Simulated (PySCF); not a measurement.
## Vibration and rotation of ZnSn

PW91 constants of ZnSn, ³Σ⁻ (triplet), unpaired electrons π ↑↑ (PySCF, scalar-relativistic core potentials, basis sets Zn def2-SVP, Sn def2-SVP with ECP28; masses 63.9291 and 119.9022 u):

* ωe: 166.7 cm⁻¹
* ωexe: 0.898 cm⁻¹
* Be: 0.059345 cm⁻¹
* αe: 0.000369 cm⁻¹
* D (centrifugal): 3.01e-08 cm⁻¹
* De to Zn + Sn: 0.91 eV

Q: Give the vibrational terms G(v) and spacings up to v = 6.

A: G(v) = ωe(v+½) − ωexe(v+½)².

```
v  G(v) (cm⁻¹)  G(v) − G(v−1)  Bv (cm⁻¹)
0         83.1                   0.05916
1        248.0          164.9    0.05879
2        411.1          163.1    0.05842
3        572.4          161.3    0.05805
4        732.0          159.5    0.05768
5        889.7          157.7    0.05732
6       1045.6          155.9    0.05695
```

Q: How well does the Morse estimate ωe²/(4ωexe) reproduce De, and what is D0?

A: It gives 0.96 eV, 105 % of the computed De. D0 = De − G(0) = 0.91 − 0.01 = 0.90 eV.

These are scalar-relativistic numbers at best; spin–orbit coupling would shift them, the dissociation energy most. The state is the lowest determinant that a PBE0 search found; another state may lie lower at other levels.
